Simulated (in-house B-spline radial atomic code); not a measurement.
Configurations of S⁺, with energies counted from [Ne] 3s2 3p3. Method: non-relativistic LC-wPBE, spin-polarised, spherical fractional occupations, exact exchange averaged over the configuration, point nucleus. Calculated with a B-spline radial code for spherical atoms. Shells without spins written out take the highest spin.

Occupations are held fixed; configurations that lie above the ionisation limit could autoionise.

```
           configuration  E - E(ref) (eV)  highest orbital  its <r> (bohr)
        [Ne] 3s2 3p2 4s1           13.909            4s up           4.405
        [Ne] 3s1 3p3 4d1           25.588            4d up           7.353
        [Ne] 3s1 3p3 4f1           26.822            4f up            8.72
[He] 2s2 2p5 3s2 3p3 3d1           174.06            3d up           2.387
[He] 2s2 2p5 3s2 3p3 4f1           181.52            4f up           8.734
```

**Question.** Order these further configurations by energy, lowest first.
A. [He] 2s2 2p5 3s2 3p3 4d1
B. [Ne] 3s2 3p2 4d1
C. [Ne] 3s1 3p3 4p1
D. [Ne] 3s1 3p3 3d1
E. [Ne] 3s1 3p3 4s1

**Answer.** B (18.806 eV), D (20.05 eV), E (20.681 eV), C (22.88 eV), A (180.11 eV).

**Question.** How far above the reference does [Ne] 3s1 3p4 lie?

**Answer.** 10.599 eV; its least bound orbital is 3p down with <r> = 1.933 bohr.
